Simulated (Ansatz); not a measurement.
Calculated with Ansatz (gas phase, PBE0-D4/def2-TZVP geometries, no zero-point term in ΔE). CBS: MP2 limit from def2 TZ/QZ plus the TZ coupled-cluster correction, frozen cores. This one scheme is used for every species. DFT in def2-TZVPP. For Se outer-core shells are correlated without core-valence functions, which leaves a few kJ/mol of doubt a bond. Scalar relativity is left out up to krypton. One conformer a species, not always the lowest.

Reaction (formal exchange of groups at the Se–Si bond): `C=C[Se][SiH2]C` + `CC` → `C=C[Se]CC` + `C[SiH3]`

```
         species  PBE0 energy (Eh)
`C=C[Se][SiH2]C`       -2809.68177
            `CC`         -79.75207
     `C=C[Se]CC`       -2558.34439
       `C[SiH3]`        -331.05158
```

Q: Work out ΔE.

A: ΔE = (-2558.34439) + (-331.05158) − (-2809.68177) − (-79.75207) = 0.03787 Eh = +1.03 eV. CCSD(T)/CBS gives +1.00 eV.

Largest T1 diagnostic among the species: 0.011.

In def2-TZVPP, CCSD(T) changes the Hartree–Fock value by −0.09 eV (the triples alone add −0.01 eV) and MP2 by −0.07 eV. From PBE to PBE0 (25 % exact exchange), in def2-TZVPP and without D4, ΔE moves by +0.04 eV.
